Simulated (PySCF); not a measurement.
C₂H₉NO₂Sn (SMILES C[O][SnH]([NH2])[O]C), singlet, geometry from GFN2-xTB (such geometries of metal compounds can be far from the true shape) (all electrons, no relativity); PySCF with CASSCF(4,6)+NEVPT2/STO-3G.

PySCF was given this input:
```python
from pyscf import gto, scf, mcscf, mrpt
import numpy

mol = gto.M(
    atom='''
Sn   -0.05608447    0.48594730   -0.15163903
N    -0.15086224    0.65914525    1.87863304
O     1.77050910   -0.01325112   -0.60934147
C     2.45163677   -1.15964229   -0.16434489
O    -1.24359160   -1.03545320   -0.57929293
C    -2.37772460   -1.42853691    0.14965067
H    -0.25048860    1.76263824   -1.24671326
H     0.57373521    1.26919050    2.24113328
H    -1.03495921    1.01095932    2.22858713
H     1.95576988   -2.07692678   -0.48564747
H     2.55935451   -1.17490586    0.92246915
H     3.44330057   -1.11622463   -0.61715814
H    -3.22857894   -0.77292686   -0.04913885
H    -2.62288517   -2.43572834   -0.19005772
H    -2.19380201   -1.45874715    1.22528649
''',
    basis='sto-3g',
    verbose=3,
)

mf = scf.RHF(mol)
mf.kernel()
mc = mcscf.CASSCF(mf, 6, 4)
mc.fix_spin_(ss=0.0)
mc.kernel()
occ = numpy.linalg.eigvalsh(mc.fcisolver.make_rdm1(mc.ci, mc.ncas, mc.nelecas))[::-1]
ss = mc.fcisolver.spin_square(mc.ci, mc.ncas, mc.nelecas)[0]
print('natural occupations', occ.round(4), ' <S^2>', round(ss, 4))
e2 = mrpt.NEVPT(mc).kernel()
print('E(NEVPT2) = %.10f' % (mc.e_tot + e2))
```

Problem. Write the output that PySCF gives for this input, abridged.

Solution. 
```
converged SCF energy = -6244.79873659904
CASSCF energy = -6244.82869018037
CASCI E = -6244.82869018037  E(CI) = -3.90656944050897  S^2 = 0.0000000
natural occupations [1.9756e+00 1.9704e+00 3.0200e-02 2.2500e-02 7.0000e-04 6.0000e-04]  <S^2> 0.0
Sr    (-1)',   E = -0.00012748869567
Si    (+1)',   E = -0.01810795266082
Sijrs (0)  ,   E = -0.13136064017765
Sijr  (+1) ,   E = -0.03343860587646
Srsi  (-1) ,   E = -0.00317928923501
Srs   (-2) ,   E = -0.00013361426796
Sij   (+2) ,   E = -0.02300176704179
Sir   (0)' ,   E = -0.01726542111728
Nevpt2 Energy = -0.226614779072634
E(NEVPT2) = -6245.0553049594
```
